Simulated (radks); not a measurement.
Spherical jellium clusters: N electrons in a uniform positive sphere of charge N and radius rs N^(1/3), rs = 2.44 bohr. Calculated with a radial shooting solver with Libxc functionals: non-relativistic Kohn-Sham, LDA (Slater exchange, Perdew-Wang correlation), spin-polarised, spherical densities. Levels are named by radial order and angular momentum (1s, 1p, 1d, 2s, ...), and open shells are averaged over m.

N = 12, configuration 1s2 1p6 1d(up 4, down 0). This is the lowest configuration that the search found. Occupied and some empty levels:

| level | occupation | eigenvalue (eV) | <r> (bohr) |
|---|---|---|---|
| 1s up | 1 | -9.1790 | 3.577 |
| 1s down | 1 | -8.6524 | 3.458 |
| 1p up | 3 | -6.4321 | 4.477 |
| 1p down | 3 | -5.7272 | 4.446 |
| 1d up | 4 | -3.3518 | 5.356 |
| 2s up | 0 | -2.8011 | 5.458 |
| 1d down | 0 | -2.6216 | 5.456 |
| 2s down | 0 | -2.3724 | 5.653 |
| 2p up | 0 | -0.69071 | 8.600 |
| 2p down | 0 | -0.43803 | 9.493 |
| 1f up | 0 | -0.35232 | 6.955 |

Energy (eV): total -10.7134, kinetic 49.511, external -800.79, Hartree 383.06, exchange-correlation -63.367, background 420.87.
